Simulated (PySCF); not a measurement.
C3H12N2Si, SMILES N([SiH2]NCC)C.

Coordinates come from a r2SCAN-D4/def2-SVP optimisation. The values are those of a single conformer.

Computed with PBE/def2-TZVP (PySCF).

Isolated molecule, no solvent.

total energy: -520.21222 hartree
highest occupied level: -5.22 eV
lowest empty level: 0.14 eV
orbital gap: 5.35 eV
dipole moment: 1.24 D
quadrupole, principal values (traceless, Buckingham form, about the centre of nuclear charge): -3.11, -1.38, 4.49 D·Å
